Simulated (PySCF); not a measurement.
Isomers of [C7H9]+ (charge +1), one GFN2-xTB conformer each. Single-point energies are computed at PBE0/pcSseg-1 (PySCF, gas phase, no added dispersion term), electronic only.

Question: Rank them by PBE0/pcSseg-1 energy, lowest first (kcal/mol).
A. `[CH2:1]=[CH:2][CH+:3][CH2:4][C:5]#[C:6][CH3:7]` (charge +1) with C1–C2–C3–C4 0°, C2–C3–C4–C5 0°
B. `[CH2:1]=[CH:2][CH2:3][c:4]1[cH:5][c+:6]1[CH3:7]` (charge +1) with C1–C2–C3–C4 -105°, C2–C3–C4–C5 90°

Answer: B (0.0), A (23.2).

As drawn, the lower has a three-membered ring, which the higher lacks. GFN2-xTB itself gives, in the same order: 0.0, 7.8. Both levels put the same isomer lowest.

Question: Which frontier levels and rotational constants go with these structures?

Answer: 
```json
{"SMILES": "C=CCc1c[c+]1C", "HOMO (eV, PBE0/pcSseg-1)": "-12.03", "LUMO (eV)": "-6.35", "A, B, C (MHz)": "5723, 1473, 1389"}
{"SMILES": "C=C[CH+]CC#CC", "HOMO (eV, PBE0/pcSseg-1)": "-11.89", "LUMO (eV)": "-8.99", "A, B, C (MHz)": "4992, 1493, 1165"}
```
